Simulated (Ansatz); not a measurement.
Reaction (formal hydrolysis of a Ta–N bond): `[NH]=[Ta]([NH2])([NH2])[Cl]` + H₂O → `[NH]=[Ta]([NH2])([OH])[Cl]` + NH₃

Calculated with Ansatz (gas phase, PBE0-D4/def2-TZVP geometries, no zero-point term in ΔE). CBS: MP2 limit from def2 TZ/QZ plus the TZ coupled-cluster correction, frozen cores. This one scheme is used for every species. Functionals use def2-TZVPP. def2 core potentials past Kr. For Ta outer-core shells are correlated without core-valence functions, which leaves a few kJ/mol of doubt a bond. Each species was taken in one conformer, which may not be the lowest.

```
           level  ΔE (kJ/mol)  difference from CCSD(T)/CBS
          B97M-V        -58.4                        -11.3
         PBE0-D4        -50.5                         -3.4
        BHLYP-D4        -54.0                         -6.9
        PBE-QIDH        -50.4                         -3.3
          revPBE        -54.2                         -7.1
         r2SCAN0        -54.0                         -6.9
CCSD(T)/def2-SVP        -55.3                         -8.2
   HF/def2-QZVPP        -58.6                        -11.5
  MP2/def2-QZVPP        -46.0                          1.1
  CCSD/CBS(def2)        -48.1                         -1.0
     CCSD(T)/CBS        -47.1                            0
```

Problem. What do rigid-rotor, harmonic-oscillator terms from PBE0-D4/def2-TZVP frequencies (298.15 K, 1 bar) make of the CCSD(T)/CBS value? (An estimate is asked.)

Solution. Ansatz gave: ΔZPE = +3.0 kJ/mol, ΔH = -45.0 kJ/mol, ΔS = -2 J/(mol·K), ΔG = -44.4 kJ/mol.

Largest T1 diagnostic among the species: 0.018.

At CCSD(T), def2-SVP lies −8.2 kJ/mol from the extrapolated value and def2-TZVPP −2.3 kJ/mol. Leaving LDA and LC-ωPBE aside and taking each functional with its dispersion term where it has one, the values, not all of them listed here, spread over 8.1 kJ/mol, from B97M-V to HSE06-D4. In def2-TZVPP, CCSD(T) changes the Hartree–Fock value by +9.8 kJ/mol (the triples alone add +1.0 kJ/mol) and MP2 by +11.7 kJ/mol.
